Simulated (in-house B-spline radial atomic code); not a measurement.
RPA and G0W0 on r2SCAN: Ga8+

Configuration [Ar] 3d5, highest spin, mean-field start r2SCAN. Computed with a B-spline radial code for spherical atoms: all electrons, non-relativistic, point nucleus, each spin shell either full or empty, empty states to l = 9 with an (l + 1/2)⁻⁴ tail; G0W0 by contour deformation at full frequency.

Command:
```bash
python run_gw.py task.json out
```
Settings (radii: box in bohr, nucleus in fm):
```
Z                        31
electrons                23
configuration            [Ar] 3d5
hamiltonian              nr
method                   r2scan
lmax                     9
spin_polarised           True
box_radius               7.7
intervals                49
```

Cost of the run: 1.8 s on 1 thread of Arm Neoverse V1, on a shared host.

Energies (hartree):

```
                                     term        value
                         mean-field total  -1901.55161
Hartree-Fock functional on these orbitals  -1900.52004
                      direct second order      -1.7458
                    second-order exchange      0.56883
                         SOSEX correction      0.53437
```

Problem. What is the RPA correlation energy, and what remains with SOSEX?

Solution. RPA gives -1.5818 hartree (-1.87 eV per electron); RPA + SOSEX gives -1.0474, and the second-order doubles -1.177 hartree (no singles). SOSEX takes back 34 % of the RPA value.

Quasi-particle levels (eV):

```csv
level,occupied,mean field,Σx - vxc,Σc,QP weight,G0W0
3d up,yes,-196.95,-17.38,?,?,?
3p down,yes,-267.96,-14.58,0.07,0.969,-282.48
3d down,no,-184.70,19.08,-5.58,0.974,-171.20
```

G0W0 = mean field + (Σx - vxc) + Σc, with Σc (partial-wave tail included) taken at the quasi-particle energy. Only the outer levels were computed. Levels of low weight are left out.

Problem. Where does G0W0 put 3d up?

Solution. At -212.64 eV, with Σc = 1.70 eV and a quasi-particle weight of 0.972. The tabulated removal energy is 211 ± 2.2 eV (NIST, tabulated theory); the calculation leaves out relativity, Breit and QED terms, and what these don't explain is the method's own error.
